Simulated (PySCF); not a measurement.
**Tc¹²⁺: fine-structure interval**

Tc¹²⁺ [Ar] 3d10 4s2 4p1 [4p1/2^1, M_J = 1/2] → Tc¹²⁺ [Ar] 3d10 4s2 4p1 [4p3/2^1, M_J = 3/2], as a difference of total energies. Computed with PySCF 2.14 in an even-tempered Gaussian basis (18 s from 0.5 bohr⁻², ratio 2.8; 14 p from 0.65 bohr⁻², ratio 2.8; 9 d from 1.1 bohr⁻², ratio 2.8; 4 f from 3.8 bohr⁻², ratio 3), with the two-component X2C-1e Hamiltonian. Correlated levels: [Ne] frozen; the 82 highest virtual spinors dropped. "Screened" scales the spin-orbit matrix elements by Boettger's factors to mimic the two-electron term; Breit and QED terms are absent.

| method | fine-structure interval (cm⁻¹) |
| --- | --- |
| GHF (screened spin-orbit) | 36219 |
| GMP2 (screened spin-orbit) | 34964 |
| GHF (bare spin-orbit) | 37982 |
